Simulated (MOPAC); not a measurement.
A run for MOPAC: PM3 on CH4OTe (SMILES CO[TeH]), a point of a torsion scan.

```
PM3 1SCF PRECISE CHARGE=0 THREADS=1
CH4OTe

C     -0.80752835 1    -0.23702278 1     0.09571825 1
O     -0.81154193 1     0.70145604 1    -0.94962594 1
Te    -1.73520564 1     2.46009713 1    -0.77685061 1
H     -1.27937587 1    -1.15657122 1    -0.26006866 1
H     -1.33659628 1     0.10153890 1     0.98652114 1
H      0.22919057 1    -0.45387626 1     0.36520092 1
H     -3.20791103 1     1.86758465 1    -1.23278179 1
```

It printed:

```
*******************************************************************************
 **                                                                           **
 **                              MOPAC v23.2.5                                **
 **                                                                           **
 *******************************************************************************
 ** MOPAC's Digital Object Identifier: https://doi.org/10.5281/zenodo.6511958 **
 **                                                                           **
 ** Please cite the open-source release paper for use of this MOPAC version:  **
 ** J. E. Moussa and J. J. P. Stewart (2026)                                  **
 ** MOPAC: An open-source semiempirical molecular orbital program             **
 ** J. Open Source Softw., 11(119), 8025, https://doi.org/10.21105/joss.08025 **
 *******************************************************************************

                              PM3 CALCULATION RESULTS

 *******************************************************************************
 *  PM3        - The PM3 Hamiltonian to be used
 *
 *
 *
 *                 CHARGE ON SYSTEM = 0
 *
 *
 *
 *  PRECISE    - TIGHTER CRITERIA TO BE USED
 *  1SCF       - DO 1 SCF AND THEN STOP
 *  THREADS=1  - MULTI-THREADING NOT USED
 *  T=         - A TIME OF 172800.0 SECONDS REQUESTED
 *  DUMP=N     - RESTART FILE WRITTEN EVERY 7200.0 SECONDS REQUESTED
 *******************************************************************************
PM3 1SCF PRECISE CHARGE=0 THREADS=1
 CH4OTe

   ATOM   CHEMICAL          X               Y               Z
  NUMBER   SYMBOL      (ANGSTROMS)     (ANGSTROMS)     (ANGSTROMS)

     1       C         -0.80752835  *  -0.23702278  *   0.09571825  *
     2       O         -0.81154193  *   0.70145604  *  -0.94962594  *
     3      Te         -1.73520564  *   2.46009713  *  -0.77685061  *
     4       H         -1.27937587  *  -1.15657122  *  -0.26006866  *
     5       H         -1.33659628  *   0.10153890  *   0.98652114  *
     6       H          0.22919057  *  -0.45387626  *   0.36520092  *
     7       H         -3.20791103  *   1.86758465  *  -1.23278179  *



          CARTESIAN COORDINATES

    NO.       ATOM           X           Y           Z

     1         C         -0.8075     -0.2370      0.0957
     2         O         -0.8115      0.7015     -0.9496
     3        Te         -1.7352      2.4601     -0.7769
     4         H         -1.2794     -1.1566     -0.2601
     5         H         -1.3366      0.1015      0.9865
     6         H          0.2292     -0.4539      0.3652
     7         H         -3.2079      1.8676     -1.2328

  H: (PM3): J. J. P. STEWART, J. COMP. CHEM. 10, 209 (1989).
  C: (PM3): J. J. P. STEWART, J. COMP. CHEM. 10, 209 (1989).
  O: (PM3): J. J. P. STEWART, J. COMP. CHEM. 10, 209 (1989).
 Te: (PM3): J. J. P. STEWART, J. COMP. CHEM. 12, 320-341 (1991).

           Empirical Formula: C H4 O Te  =     7 atoms



      MOLECULAR POINT GROUP   :   C1


      RHF CALCULATION, NO. OF DOUBLY OCCUPIED LEVELS = 10


 -------------------------------------------------------------------------------
 PM3 1SCF PRECISE CHARGE=0 THREADS=1
 CH4OTe



     1SCF WAS SPECIFIED, SO BFGS WAS NOT USED
     SCF FIELD WAS ACHIEVED


                              PM3 CALCULATION
                                                       MOPAC v23.2.5 Linux




          FINAL HEAT OF FORMATION =        -24.57002 KCAL/MOL =    -102.80095 KJ/MOL


          COSMO AREA              =        107.86 SQUARE ANGSTROMS
          COSMO VOLUME            =         94.14 CUBIC ANGSTROMS

          IONIZATION POTENTIAL    =          8.816328 EV
          HOMO LUMO ENERGIES (EV) =         -8.816 -1.329
          NO. OF FILLED LEVELS    =         10
          MOLECULAR WEIGHT        =        159.6420         POINT GROUP:  C1

          MOLECULAR DIMENSIONS (Angstroms)

            Atom       Atom       Distance
            H     7    H     6     4.44482
            H     4   Te     3     2.76836
            O     2    H     5     1.93380


          SCF CALCULATIONS        =          1





   ATOM   CHEMICAL          X               Y               Z
  NUMBER   SYMBOL      (ANGSTROMS)     (ANGSTROMS)     (ANGSTROMS)

     1       C         -0.80752835  *  -0.23702278  *   0.09571825  *
     2       O         -0.81154193  *   0.70145604  *  -0.94962594  *
     3      Te         -1.73520564  *   2.46009713  *  -0.77685061  *
     4       H         -1.27937587  *  -1.15657122  *  -0.26006866  *
     5       H         -1.33659628  *   0.10153890  *   0.98652114  *
     6       H          0.22919057  *  -0.45387626  *   0.36520092  *
     7       H         -3.20791103  *   1.86758465  *  -1.23278179  *

                             CARTESIAN COORDINATES

   1    C       -0.807528350    -0.237022780     0.095718250
   2    O       -0.811541930     0.701456040    -0.949625940
   3   Te       -1.735205640     2.460097130    -0.776850610
   4    H       -1.279375870    -1.156571220    -0.260068660
   5    H       -1.336596280     0.101538900     0.986521140
   6    H        0.229190570    -0.453876260     0.365200920
   7    H       -3.207911030     1.867584650    -1.232781790


           Empirical Formula: C H4 O Te  =     7 atoms



      MOLECULAR POINT GROUP   :   C1


                  EIGENVALUES
 -36.35069 -25.95987 -16.12472 -15.72387 -15.42455 -13.78540 -11.17217 -10.62456
 -10.56734  -8.81633  -1.32895  -0.73409   3.96316   4.62596   4.67982   5.40194


              NET ATOMIC CHARGES AND DIPOLE CONTRIBUTIONS

  ATOM NO.   TYPE          CHARGE      No. of ELECS.   s-Pop       p-Pop
    1          C           0.094903        3.9051     1.12354     2.78156
    2          O          -0.478056        6.4781     1.83675     4.64131
    3         Te           0.436848        5.5632     1.95241     3.61074
    4          H           0.019106        0.9809     0.98089
    5          H           0.002169        0.9978     0.99783
    6          H           0.022662        0.9773     0.97734
    7          H          -0.097633        1.0976     1.09763
 DIPOLE           X         Y         Z       TOTAL
 POINT-CHG.    -0.748     2.413     1.198     2.796
 HYBRID        -0.441    -0.185     0.262     0.545
 SUM           -1.188     2.228     1.460     2.917


          ATOMIC ORBITAL ELECTRON POPULATIONS

     Atom    s        px        py        pz
    1  C   1.12354   0.98041   0.91479   0.88636
    2  O   1.83675   1.77989   1.40246   1.45895
    3 Te   1.95241   0.98230   0.71739   1.91105
    4  H   0.98089
    5  H   0.99783
    6  H   0.97734
    7  H   1.09763

 **********************
 *                    *
 * JOB ENDED NORMALLY *
 *                    *
 **********************




 == MOPAC DONE ==
```

The run finished.

Cost: around 0.03 core-seconds (rough).
